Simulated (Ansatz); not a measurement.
Calculated with Ansatz (gas phase, PBE0-D4/def2-TZVP geometries, no zero-point term in ΔE). CCSD(T)/CBS adds triple-zeta CCSD(T) − MP2 to the extrapolated MP2 energy (def2 sets, frozen cores). This one scheme is used for every species. Functionals use def2-TZVPP. B3LYP here is the variant with VWN-RPA as its local correlation; programs differ in this. For Ga outer-core shells are correlated without core-valence functions, which leaves a few kJ/mol of doubt a bond. Scalar relativity is left out up to krypton. Each species was taken in one conformer, which may not be the lowest.

`[CH3][GaH][SH]` + `N=C[SiH3]` → `[CH3][GaH]/[N]=C\[SiH3]` + H₂S  (ligand exchange at a Ga–S bond)

`[CH3][GaH][SH]`:

```xyz
8

C    -0.413    0.558    0.935
Ga   -0.173   -0.860   -0.397
S     1.259   -0.582   -2.053
H    -1.464    0.850    0.985
H     0.188    1.438    0.706
H    -0.130    0.188    1.924
H    -0.911   -2.239   -0.428
H     1.645    0.647   -1.672
```

`N=C[SiH3]`:

```xyz
8

N     1.613    0.496   -0.290
C     0.671    0.018    0.414
Si   -1.060   -0.145   -0.324
H     2.493    0.528    0.231
H     0.829   -0.310    1.454
H    -2.014    0.640    0.505
H    -1.476   -1.572   -0.269
H    -1.056    0.345   -1.722
```

`[CH3][GaH]/[N]=C\[SiH3]`:

```xyz
13

C    -1.617    1.765   -1.161
Ga   -0.811    1.286    0.559
N     0.876    0.585    0.501
C     1.655   -0.393    0.451
Si    1.075   -2.202    0.434
H    -2.560    1.229   -1.294
H    -1.840    2.833   -1.199
H    -0.953    1.513   -1.987
H    -1.326    1.614    1.996
H     2.746   -0.206    0.415
H     1.549   -2.895   -0.796
H     1.616   -2.940    1.608
H    -0.411   -2.189    0.474
```

H₂S:

Z-matrix (Å, degrees):
```
S
H 1 1.341
H 1 1.341 2 92.3
```

CCSD(T)/CBS gives +0.74 eV.

(1) Another level gave +0.73 eV. Which?
A. B3LYP-D4/def2-TZVPP
B. PBE/def2-TZVPP
C. HF/def2-TZVPP
D. PBE0/def2-TZVPP

Largest T1 diagnostic among the species: 0.015.

Answers

(1) B. PBE 0.73, HF/def2-TZVPP 0.86, B3LYP-D4 0.68, PBE0 0.80 eV.

In def2-TZVPP, CCSD(T) changes the Hartree–Fock value by −0.14 eV (the triples alone add −0.02 eV) and MP2 by −0.13 eV. From PBE to PBE0 (25 % exact exchange), in def2-TZVPP and without D4, ΔE moves by +0.07 eV. The D4 term adds −0.05 eV with B3LYP and −0.03 eV with PBE0; it sums over pairs of atoms, weighted by their polarisabilities, and B3LYP, whose exchange is more repulsive, gets the larger term.
